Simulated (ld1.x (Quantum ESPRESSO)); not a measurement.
How hard is this Ga RRKJ potential?

- Element: Ga
- Generator: ld1.x (Quantum ESPRESSO) 7.5
- Type: norm-conserving RRKJ (Kleinman–Bylander form)
- Functional: LDA (PZ)
- Relativity: scalar-relativistic
- Frozen core: [Ar]
- Valence charge: 13
- Reference configuration: 3d10 4s2 4p1
- Partial waves: 4s (bound): rc 2.05 bohr; 4p (bound): rc 1.90 bohr; 3d (bound): rc 1.30 bohr
- Local potential: all-electron potential smoothed inside 1.25 bohr (lloc = -1)
- Core correction: none
- rho0: 0.001

The pseudo-atom Hamiltonian at the reference potential is diagonalised in spherical Bessel functions j_l(qr) that vanish at 20 bohr, with q² up to the cutoff. All-electron valence levels (Ry): 4s -0.6743, 4p -0.2013, 3d -1.4259.

**Question.** How do the lowest levels (Ry) of each channel move with the cutoff, and are there ghosts?

**Answer.**

| cutoff (Ry) | s #1 | s #2 | s #3 | p #1 | d #1 | f #1 | Σ f·Δε (mRy) |
| --- | --- | --- | --- | --- | --- | --- | --- |
| 8 | -0.6548 | -0.0262 | 0.0739 | -0.1971 | 0.0495 | 0.1046 | 14797.3 |
| 15 | -0.6714 | -0.0266 | 0.0737 | -0.1999 | 0.0488 | 0.1046 | 14755.4 |
| 21 | -0.6850 | -0.5173 | -0.0260 | -0.2008 | 0.0482 | 0.1046 | 14763.3 |
| 30 | -1.5318 | -0.6730 | -0.0261 | -0.2012 | 0.0467 | 0.1046 | 14729.6 |
| 45 | -2.0943 | -0.6743 | -0.0261 | -0.2013 | -0.0948 | 0.1046 | 13311.9 |
| 60 | -2.1641 | -0.6743 | -0.0261 | -0.2013 | -0.8687 | 0.1046 | 5572.7 |
| 80 | -2.1725 | -0.6743 | -0.0261 | -0.2013 | -1.3368 | 0.1046 | 891.3 |
| 100 | -2.1738 | -0.6743 | -0.0261 | -0.2013 | -1.4222 | 0.1046 | 38.0 |
| 140 | -2.1738 | -0.6743 | -0.0261 | -0.2013 | -1.4254 | 0.1046 | 5.2 |
| 200 | -2.1738 | -0.6743 | -0.0261 | -0.2013 | -1.4259 | 0.1046 | 0.7 |
| 260 | -2.1738 | -0.6743 | -0.0261 | -0.2013 | -1.4259 | 0.1046 | 0.2 |
| 400 | -2.1738 | -0.6743 | -0.0261 | -0.2013 | -1.4260 | 0.1046 | 0.0 |

Result: ghost state, extra bound levels that the all-electron valence spectrum of the same l lacks: s at -29.6 eV (a true bound ghost makes a file unfit for plane-wave use); 10 mRy is reached at 140 Ry and 1 mRy at 200 Ry.

2 of 9 tests not solved or not reliable.
